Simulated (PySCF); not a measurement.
CH$_{5}$BeN (SMILES [CH3][Be][NH2]), singlet, at a GFN2-xTB geometry (such geometries of metal compounds can be far from the true shape); PBE/def2-SVP, polarisability by finite fields (PySCF).

PySCF was given this input:
```python
from pyscf import gto, scf, dft

mol = gto.Mole()
mol.atom = '''
    Be   -0.05684224   -0.03600744    0.06731438
    C     1.13242913    0.41815967   -1.10182814
    H     2.05985900   -0.14903071   -1.04972758
    H     1.43883496    1.45971091   -1.01309275
    H     0.79845647    0.31511982   -2.13272710
    N    -1.11246910   -0.41013894    1.08015462
    H    -1.59900968   -1.28836809    1.15753300
    H    -1.47806288    0.16861231    1.81864344
'''
mol.basis = 'def2-svp'
mol.verbose = 4
mol.build()

mf = dft.RKS(mol)
mf.xc = 'pbe'
mf.conv_tol = 1e-11
mf.kernel()
h0, z, done = mf.get_hcore(), mol.intor('int1e_r')[2], []
def energy(F):
    f = mf.copy()
    f.scf_summary = {}
    f.get_hcore = lambda *a: h0 + F * z
    e = f.kernel(mf.make_rdm1())
    done.append(f.converged)
    return e
F = 0.005
alpha = -(energy(F) + energy(-F) - 2 * mf.e_tot) / F**2
print('alpha_zz =', alpha)
```

### Question
What does PySCF print? Leave out banner, timings and long lists.

### Answer

```
PySCF version 2.14.0

[INPUT] verbose = 4
[INPUT] num. atoms = 8
[INPUT] num. electrons = 22
[INPUT] charge = 0
[INPUT] spin (= nelec alpha-beta = 2S) = 0
[INPUT] symmetry False subgroup None
[INPUT] Mole.unit = angstrom
[INPUT] Symbol           X                Y                Z      unit          X                Y                Z       unit  Magmom
[...]
nuclear repulsion = 51.1530736645439
number of shells = 32
number of NR pGTOs = 102
number of NR cGTOs = 62
basis = def2-svp
ecp = {}

******** <class 'pyscf.dft.rks.RKS'> ********
method = RKS
initial guess = minao
damping factor = 0
level_shift factor = 0
DIIS = <class 'pyscf.scf.diis.CDIIS'>
diis_start_cycle = 1
diis_space = 8
diis_damp = 0
SCF conv_tol = 1e-11
SCF conv_tol_grad = None
SCF max_cycles = 50
direct_scf = True
direct_scf_tol = 1e-13
XC library pyscf.dft.libxc version 7.1.2
    S. Lehtola, C. Steigemann, M. J. T. Oliveira, and M. A. L. Marques,  SoftwareX 7, 1–5 (2018)
XC functionals = pbe
    J. P. Perdew, K. Burke, and M. Ernzerhof,  Phys. Rev. Lett. 77, 3865 (1996)
    J. P. Perdew, K. Burke, and M. Ernzerhof,  Phys. Rev. Lett. 78, 1396 (1997)
    J. P. Perdew, K. Burke, and M. Ernzerhof,  Phys. Rev. Lett. 77, 3865 (1996)
    J. P. Perdew, K. Burke, and M. Ernzerhof,  Phys. Rev. Lett. 78, 1396 (1997)
radial grids:
    Treutler-Ahlrichs [JCP 102, 346 (1995); DOI:10.1063/1.469408] (M4) radial grids

becke partition: Becke, JCP 88, 2547 (1988); DOI:10.1063/1.454033
pruning grids: <function nwchem_prune>
grids dens level: 3
symmetrized grids: False
atomic radii adjust function: <function treutler_atomic_radii_adjust>
small_rho_cutoff = 0
Set gradient conv threshold to 3.16228e-06
Initial guess from minao.
tot grids = 90784
init E= -110.305506241285
[...]
cycle= 1 E= -110.270265491625  delta_E= 0.0352  |g|= 0.718  |ddm|= 2.84
[...]
cycle= 2 E= -109.956507040578  delta_E= 0.314  |g|= 1.29  |ddm|= 1.81
[...]
cycle= 3 E= -110.390696525806  delta_E= -0.434  |g|= 0.173  |ddm|= 1.22
[...]
cycle= 4 E= -110.398360953522  delta_E= -0.00766  |g|= 0.051  |ddm|= 0.188
[...]
cycle= 5 E= -110.399020710488  delta_E= -0.00066  |g|= 0.0105  |ddm|= 0.0539
[...]
cycle= 6 E= -110.39905328348  delta_E= -3.26e-05  |g|= 0.00163  |ddm|= 0.0148
[...]
cycle= 7 E= -110.399054080308  delta_E= -7.97e-07  |g|= 0.000369  |ddm|= 0.00242
[...]
cycle= 8 E= -110.399054124069  delta_E= -4.38e-08  |g|= 3.2e-05  |ddm|= 0.00045
[...]
cycle= 9 E= -110.399054124443  delta_E= -3.75e-10  |g|= 1.43e-06  |ddm|= 4.62e-05
[...]
cycle= 10 E= -110.399054124443  delta_E= 1.14e-13  |g|= 2.55e-07  |ddm|= 1.81e-06
[...]
Extra cycle  E= -110.399054124443  delta_E= 5.68e-14  |g|= 4.85e-07  |ddm|= 6.51e-07
converged SCF energy = -110.399054124443

******** <class 'pyscf.dft.rks.RKS'> ********
method = RKS
initial guess = minao
damping factor = 0
level_shift factor = 0
DIIS = <class 'pyscf.scf.diis.CDIIS'>
diis_start_cycle = 1
diis_space = 8
diis_damp = 0
SCF conv_tol = 1e-11
SCF conv_tol_grad = None
SCF max_cycles = 50
direct_scf = True
direct_scf_tol = 1e-13
XC library pyscf.dft.libxc version 7.1.2
    S. Lehtola, C. Steigemann, M. J. T. Oliveira, and M. A. L. Marques,  SoftwareX 7, 1–5 (2018)
XC functionals = pbe
    J. P. Perdew, K. Burke, and M. Ernzerhof,  Phys. Rev. Lett. 77, 3865 (1996)
    J. P. Perdew, K. Burke, and M. Ernzerhof,  Phys. Rev. Lett. 78, 1396 (1997)
    J. P. Perdew, K. Burke, and M. Ernzerhof,  Phys. Rev. Lett. 77, 3865 (1996)
    J. P. Perdew, K. Burke, and M. Ernzerhof,  Phys. Rev. Lett. 78, 1396 (1997)
radial grids:
    Treutler-Ahlrichs [JCP 102, 346 (1995); DOI:10.1063/1.469408] (M4) radial grids

becke partition: Becke, JCP 88, 2547 (1988); DOI:10.1063/1.454033
pruning grids: <function nwchem_prune>
grids dens level: 3
symmetrized grids: False
atomic radii adjust function: <function treutler_atomic_radii_adjust>
small_rho_cutoff = 0
Overwritten attributes  get_hcore  of <class 'pyscf.dft.rks.RKS'>
Set gradient conv threshold to 3.16228e-06
init E= -110.400856524994
[...]
cycle= 1 E= -110.401158676623  delta_E= -0.000302  |g|= 0.0187  |ddm|= 0.11
[...]
cycle= 2 E= -110.401056375313  delta_E= 0.000102  |g|= 0.0297  |ddm|= 0.0523
[...]
cycle= 3 E= -110.401282835576  delta_E= -0.000226  |g|= 0.00713  |ddm|= 0.0273
[...]
cycle= 4 E= -110.401295205732  delta_E= -1.24e-05  |g|= 0.000569  |ddm|= 0.0067
[...]
cycle= 5 E= -110.401295304801  delta_E= -9.91e-08  |g|= 0.000125  |ddm|= 0.000691
[...]
cycle= 6 E= -110.40129530866  delta_E= -3.86e-09  |g|= 4.04e-05  |ddm|= 0.000152
[...]
cycle= 7 E= -110.401295309136  delta_E= -4.76e-10  |g|= 3.52e-06  |ddm|= 4.39e-05
[...]
cycle= 8 E= -110.401295309139  delta_E= -3.01e-12  |g|= 3.31e-07  |ddm|= 4.02e-06
[...]
Extra cycle  E= -110.40129530914  delta_E= -6.25e-13  |g|= 2.79e-07  |ddm|= 7.95e-07
converged SCF energy = -110.40129530914

******** <class 'pyscf.dft.rks.RKS'> ********
method = RKS
initial guess = minao
damping factor = 0
level_shift factor = 0
DIIS = <class 'pyscf.scf.diis.CDIIS'>
diis_start_cycle = 1
diis_space = 8
diis_damp = 0
SCF conv_tol = 1e-11
SCF conv_tol_grad = None
SCF max_cycles = 50
direct_scf = True
direct_scf_tol = 1e-13
XC library pyscf.dft.libxc version 7.1.2
    S. Lehtola, C. Steigemann, M. J. T. Oliveira, and M. A. L. Marques,  SoftwareX 7, 1–5 (2018)
XC functionals = pbe
    J. P. Perdew, K. Burke, and M. Ernzerhof,  Phys. Rev. Lett. 77, 3865 (1996)
    J. P. Perdew, K. Burke, and M. Ernzerhof,  Phys. Rev. Lett. 78, 1396 (1997)
    J. P. Perdew, K. Burke, and M. Ernzerhof,  Phys. Rev. Lett. 77, 3865 (1996)
    J. P. Perdew, K. Burke, and M. Ernzerhof,  Phys. Rev. Lett. 78, 1396 (1997)
radial grids:
    Treutler-Ahlrichs [JCP 102, 346 (1995); DOI:10.1063/1.469408] (M4) radial grids

becke partition: Becke, JCP 88, 2547 (1988); DOI:10.1063/1.454033
pruning grids: <function nwchem_prune>
grids dens level: 3
symmetrized grids: False
atomic radii adjust function: <function treutler_atomic_radii_adjust>
small_rho_cutoff = 0
Set gradient conv threshold to 3.16228e-06
init E= -110.397251723894
[...]
cycle= 1 E= -110.397561532472  delta_E= -0.00031  |g|= 0.0179  |ddm|= 0.107
[...]
cycle= 2 E= -110.397504918767  delta_E= 5.66e-05  |g|= 0.0257  |ddm|= 0.0495
[...]
cycle= 3 E= -110.397677180899  delta_E= -0.000172  |g|= 0.00744  |ddm|= 0.0253
[...]
cycle= 4 E= -110.397690293476  delta_E= -1.31e-05  |g|= 0.000652  |ddm|= 0.00658
[...]
cycle= 5 E= -110.397690395204  delta_E= -1.02e-07  |g|= 0.000275  |ddm|= 0.000765
[...]
cycle= 6 E= -110.397690415922  delta_E= -2.07e-08  |g|= 3.25e-05  |ddm|= 0.000287
[...]
cycle= 7 E= -110.397690416259  delta_E= -3.36e-10  |g|= 3.22e-06  |ddm|= 4.01e-05
[...]
cycle= 8 E= -110.397690416262  delta_E= -2.96e-12  |g|= 3.65e-07  |ddm|= 3.88e-06
[...]
Extra cycle  E= -110.397690416261  delta_E= 6.54e-13  |g|= 3.76e-07  |ddm|= 8.84e-07
converged SCF energy = -110.397690416261
alpha_zz = 35.09906056251566
```
